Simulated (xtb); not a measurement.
xtb input (GFN2-xTB):

```bash
xtb mol.xyz --gfn 2 --sp --chrg 0 --uhf 0
```
mol.xyz:
```
8

N      1.29605918    -1.54998278     0.29358705
B      0.03366458    -0.96354626     0.11486434
N     -1.18387346    -1.66099294     0.08919333
Br    -0.03463500     0.99132171    -0.11817545
H      2.14102533    -1.00871317     0.30475373
H      1.43456704    -2.53786840     0.42046456
H     -2.06396368    -1.19694269    -0.04181751
H     -1.25302665    -2.65817417     0.19895562
```

Output:

```
           -------------------------------------------------
          |                Calculation Setup                |
           -------------------------------------------------

           -------------------------------------------------
          |                 G F N 2 - x T B                 |
           -------------------------------------------------

        Reference                      10.1021/acs.jctc.8b01176
      * Hamiltonian:
        H0-scaling (s, p, d)           1.850000    2.230000    2.230000
        zeta-weighting                 0.500000
      * Dispersion:
        s8                             2.700000
        a1                             0.520000
        a2                             5.000000
        s9                             5.000000
      * Repulsion:
        kExp                           1.500000    1.000000
        rExp                           1.000000
      * Coulomb:
        alpha                          2.000000
        third order                    shell-resolved
        anisotropic                    true
        a3                             3.000000
        a5                             4.000000
        cn-shift                       1.200000
        cn-exp                         4.000000
        max-rad                        5.000000

          ...................................................
          :                      SETUP                      :
          :.................................................:
          :  # basis functions                  26          :
          :  # atomic orbitals                  25          :
          :  # shells                           13          :
          :  # electrons                        24          :
          :  max. iterations                   250          :
          :  Hamiltonian                  GFN2-xTB          :
          :  restarted?                      false          :
          :  GBSA solvation                  false          :
          :  PC potential                    false          :
          :  electronic temp.          300.0000000     K    :
          :  accuracy                    1.0000000          :
          :  -> integral cutoff          0.2500000E+02      :
          :  -> integral neglect         0.1000000E-07      :
          :  -> SCF convergence          0.1000000E-05 Eh   :
          :  -> wf. convergence          0.1000000E-03 e    :
          :  Broyden damping             0.4000000          :
          :  net charge                          0          :
          :  unpaired electrons                  0          :
          ...................................................

 iter      E             dE          RMSdq      gap      omega  full diag
   1    -13.2730278 -0.132730E+02  0.757E+00    6.76       0.0  T
   2    -13.3750867 -0.102059E+00  0.571E+00    5.35       1.0  T
   3    -13.3903559 -0.152692E-01  0.270E+00    6.56       1.0  T
   4    -13.4031259 -0.127700E-01  0.168E+00    5.59       1.0  T
   5    -13.4124656 -0.933974E-02  0.709E-01    6.14       1.0  T
   6    -13.4128064 -0.340761E-03  0.534E-01    6.05       1.0  T
   7    -13.4131312 -0.324812E-03  0.202E-01    6.17       1.0  T
   8    -13.4129411  0.190061E-03  0.217E-01    6.06       1.0  T
   9    -13.4132664 -0.325219E-03  0.299E-02    6.12       1.2  T
  10    -13.4132693 -0.296341E-05  0.604E-03    6.13       5.9  T
  11    -13.4132696 -0.261798E-06  0.257E-03    6.13      13.8  T
  12    -13.4132697 -0.619946E-07  0.350E-04    6.13     100.9  T
  13    -13.4132697 -0.268978E-09  0.845E-05    6.13     418.5  T

   *** convergence criteria satisfied after 13 iterations ***

         #    Occupation            Energy/Eh            Energy/eV
      -------------------------------------------------------------
         1        2.0000           -0.8032911             -21.8587
       ...           ...                  ...                  ...
         6        2.0000           -0.5381728             -14.6444
         7        2.0000           -0.4980910             -13.5537
         8        2.0000           -0.4602521             -12.5241
         9        2.0000           -0.4380697             -11.9205
        10        2.0000           -0.4042194             -10.9994
        11        2.0000           -0.3889567             -10.5841
        12        2.0000           -0.3883736             -10.5682 (HOMO)
        13                         -0.1632516              -4.4423 (LUMO)
        14                         -0.0871931              -2.3726
        15                          0.0096368               0.2622
        16                          0.0282005               0.7674
        17                          0.0742947               2.0217
       ...                                ...                  ...
        25                          0.5977188              16.2648
      -------------------------------------------------------------
                  HL-Gap            0.2251220 Eh            6.1259 eV
             Fermi-level           -0.2758126 Eh           -7.5052 eV

 SCC (total)                   0 d,  0 h,  0 min,  0.004 sec
 SCC setup                      ...        0 min,  0.000 sec (  1.307%)
 Dispersion                     ...        0 min,  0.000 sec (  0.599%)
 classical contributions        ...        0 min,  0.000 sec (  0.238%)
 integral evaluation            ...        0 min,  0.000 sec ( 13.206%)
 iterations                     ...        0 min,  0.002 sec ( 56.636%)
 molecular gradient             ...        0 min,  0.001 sec ( 26.275%)
 printout                       ...        0 min,  0.000 sec (  1.511%)

         :::::::::::::::::::::::::::::::::::::::::::::::::::::
         ::                     SUMMARY                     ::
         :::::::::::::::::::::::::::::::::::::::::::::::::::::
         :: total energy             -13.289814772686 Eh    ::
         :: gradient norm              0.022315280680 Eh/a0 ::
         :: HOMO-LUMO gap              6.125882136410 eV    ::
         ::.................................................::
         :: SCC energy               -13.413267724680 Eh    ::
         :: -> isotropic ES            0.057006423533 Eh    ::
         :: -> anisotropic ES          0.000964150678 Eh    ::
         :: -> anisotropic XC         -0.008219161425 Eh    ::
         :: -> dispersion             -0.003798200266 Eh    ::
         :: repulsion energy           0.123452951993 Eh    ::
         :: add. restraining           0.000000000000 Eh    ::
         :: total charge               0.000000000000 e     ::
         :::::::::::::::::::::::::::::::::::::::::::::::::::::

           -------------------------------------------------
          |                Property Printout                |
           -------------------------------------------------

    * Orbital Energies and Occupations

         #    Occupation            Energy/Eh            Energy/eV
      -------------------------------------------------------------
         1        2.0000           -0.8032911             -21.8587
         2        2.0000           -0.6192657             -16.8511
         3        2.0000           -0.6154082             -16.7461
         4        2.0000           -0.5523778             -15.0310
         5        2.0000           -0.5442912             -14.8109
         6        2.0000           -0.5381728             -14.6444
         7        2.0000           -0.4980910             -13.5537
         8        2.0000           -0.4602521             -12.5241
         9        2.0000           -0.4380697             -11.9205
        10        2.0000           -0.4042194             -10.9994
        11        2.0000           -0.3889567             -10.5841
Note: The following floating-point exceptions are signalling: IEEE_UNDERFLOW_FLAG IEEE_DENORMAL
normal termination of xtb
        12        2.0000           -0.3883736             -10.5682 (HOMO)
        13                         -0.1632516              -4.4423 (LUMO)
        14                         -0.0871931              -2.3726
        15                          0.0096368               0.2622
        16                          0.0282005               0.7674
        17                          0.0742947               2.0217
        18                          0.0773327               2.1043
        19                          0.1142532               3.1090
        20                          0.1274713               3.4687
        21                          0.1900997               5.1729
        22                          0.2180942               5.9346
        23                          0.4268083              11.6140
       ...                                ...                  ...
        25                          0.5977188              16.2648
      -------------------------------------------------------------
                  HL-Gap            0.2251220 Eh            6.1259 eV
             Fermi-level           -0.2758126 Eh           -7.5052 eV

     #   Z          covCN         q      C6AA      α(0)
     1   7 N        2.592    -0.361    29.323     8.042
     2   5 B        2.525     0.375    17.306     7.201
     3   7 N        2.592    -0.361    29.323     8.042
     4  35 Br       0.906    -0.315   193.806    22.446
     5   1 H        0.861     0.176     1.236     1.741
     6   1 H        0.860     0.155     1.368     1.832
     7   1 H        0.861     0.176     1.236     1.741
     8   1 H        0.860     0.155     1.368     1.832

 Mol. C6AA /au·bohr⁶  :       1115.918493
 Mol. C8AA /au·bohr⁸  :      41342.593946
 Mol. α(0) /au        :         52.877623

Wiberg/Mayer (AO) data.
largest (>0.10) Wiberg bond orders for each atom

 ---------------------------------------------------------------------------
     #   Z sym  total        # sym  WBO       # sym  WBO       # sym  WBO
 ---------------------------------------------------------------------------
     1   7 N    3.294 --     2 B    1.285     6 H    0.960     5 H    0.956
     2   5 B    3.478 --     1 N    1.285     3 N    1.285     4 Br   0.894
     3   7 N    3.294 --     2 B    1.285     8 H    0.960     7 H    0.956
     4  35 Br   0.955 --     2 B    0.894
     5   1 H    0.969 --     1 N    0.956
     6   1 H    0.976 --     1 N    0.960
     7   1 H    0.969 --     3 N    0.956
     8   1 H    0.976 --     3 N    0.960
 ---------------------------------------------------------------------------

Topologies differ in total number of bonds
Writing topology from bond orders to xtbtopo.mol

molecular dipole:
                 x           y           z       tot (Debye)
 q only:        0.047      -1.336       0.159
   full:        0.086      -2.454       0.293       6.285
molecular quadrupole (traceless):
                xx          xy          yy          xz          yz          zz
 q only:        2.322       0.111       0.667       0.460      -0.425      -2.989
  q+dip:        5.711       0.382      -2.745       0.721       0.001      -2.966
   full:        4.897       0.318      -1.956       0.656      -0.094      -2.941

           -------------------------------------------------
          | TOTAL ENERGY              -13.289814772686 Eh   |
          | GRADIENT NORM               0.022315280680 Eh/α |
          | HOMO-LUMO GAP               6.125882136410 eV   |
           -------------------------------------------------

------------------------------------------------------------------------
------------------------------------------------------------------------
 total:
 SCF:
```
